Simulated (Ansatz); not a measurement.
Energy needed to pull apart CH$_{4}$SeSi (SMILES [SiH3]C=[Se]), closed shell, into free ground-state atoms, from the structure below (displaced at random from a GFN2-xTB minimum); no zero-point or spin–orbit terms; open-shell atoms are treated unrestricted, in their ground-state multiplicity.

```
7
angstrom
Si -0.7065 0.5373 -0.1001
C 0.8000 -0.6594 0.2035
Se 1.5607 -0.8058 1.6067
H -1.5844 -0.2975 -0.3717
H -0.2235 1.1162 -1.4718
H -0.6790 1.3361 1.1498
H 1.0966 -1.0919 -0.6732
```

Program: Ansatz 0.2.0. Basis: def2-TZVPP. Cores are frozen in the correlated methods. Filled d shells of the heavier atoms are correlated. The def2 sets are not built for correlating such inner shells, so the correlated values are less sure here.

```tsv
method	atomization energy (kJ/mol)
PBE-D4	2002
r2SCAN-D4	1987
B97M-V	1996
PBE0-D4	1973
wB97X-V	1994
wB97M-V	?
HF	?
MP2	1944
CCSD	1894
CCSD(T)	1930
```

Question: What does HF give? (To be estimated.)

Answer: The calculation gives: 1366 kJ/mol, which is about 563 kJ/mol less than CCSD(T)/def2-TZVPP.

Question: What does wB97M-V give? (Judge from chemistry; the value comes from the calculation.)

Answer: Computed: 1985 kJ/mol, which is about 55 kJ/mol more than CCSD(T)/def2-TZVPP.

In triple zeta the MP2 and coupled-cluster atomization energies are still short of their basis limit by a few kcal/mol a bond, whereas those of the functionals are nearly converged, so these differences are not deviations from converged CCSD(T).

T1 diagnostic: at most 0.013. The restricted Hartree–Fock reference is unstable towards an unrestricted one here.

For scale, one of the runs: CCSD(T)/def2-TZVPP forces, 177 basis functions (an equivalent command: `ansatz run in.yaml --threads 4`). Time: 3 min of wall clock on 4 CPU threads; the host was shared. Peak host memory: 2.9 GiB.
